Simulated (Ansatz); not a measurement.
Mulliken charges of AlH7SiSn, SMILES `[AlH2][SnH2][SiH3]` from B3LYP/def2-TZVPP in Ansatz (PBE0-D4/def2-TZVP geometry).

| atom | x (Å) | y (Å) | z (Å) | charge (e) |
| --- | --- | --- | --- | --- |
| Al1 | -1.774 | 0.622 | -1.604 | 0.361 |
| Sn2 | 0.391 | 0.888 | -0.083 | 0.262 |
| Si3 | 1.008 | -1.211 | 1.256 | 0.061 |
| H4 | -2.561 | -0.757 | -1.648 | -0.125 |
| H5 | -2.297 | 1.839 | -2.480 | -0.127 |
| H6 | 0.194 | 2.180 | 1.028 | -0.130 |
| H7 | 1.749 | 1.318 | -1.039 | -0.130 |
| H8 | -0.112 | -1.584 | 2.161 | -0.058 |
| H9 | 1.259 | -2.349 | 0.331 | -0.058 |
| H10 | 2.228 | -0.996 | 2.081 | -0.054 |

Task: By hand: the dipole of these point charges (1 e Å = 4.8032 D).

Result: Σ q r = (-0.304, 0.072, -0.259) e Å, of length 0.406 e Å = 1.95 D.

Task: How does the dipole of the full density compare? (Estimate.)

Result: Ansatz gave: (-0.104, -0.019, -0.070) e Å, 0.61 D; the point charges give 3.20 times that, at 20° from its direction.

Point charges leave out the atoms' own dipoles, such as those of lone pairs, and Mulliken's split depends on the basis, so the two needn't agree.

B3LYP here is the variant with VWN-RPA as its local correlation; programs differ in this.
